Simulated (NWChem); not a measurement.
System: C2H7FOSi; SMILES CO[Si@H](C)F

```xyz
12

C     -0.1347     2.0359     0.5015
O      0.0646     1.1487    -0.5645
Si     0.1269    -0.4974    -0.4816
C     -1.3801    -1.2408     0.3113
F      1.4075    -0.9318     0.4266
H      0.6702     1.9611     1.2533
H     -1.1003     1.8646     1.0118
H     -0.1397     3.0640     0.1093
H      0.3682    -0.9610    -1.8676
H     -1.3039    -2.3392     0.3267
H     -2.2912    -0.9687    -0.2438
H     -1.4951    -0.8997     1.3520
```
Atoms are numbered in this order, from 1.

Computed with NWChem. All runs use the structure optimised with PBE0/def2-SVP. No frequency run checked for a minimum. Level: PBE/def2-SVP with SMD (1 M gas to 1 M solution), gas-phase geometry. Reactions with the solvent are ignored.

Question: Estimate the computed values for solvent ethylene glycol. Quantities: solvation free energy (kcal/mol); cavity-dispersion-structure term (kcal/mol); dipole in solution (D).

Answer: The solvation free energy (kcal/mol) is -0.5. The cavity-dispersion-structure term (kcal/mol) is 3.7 and the dipole in solution (D) is 2.50.
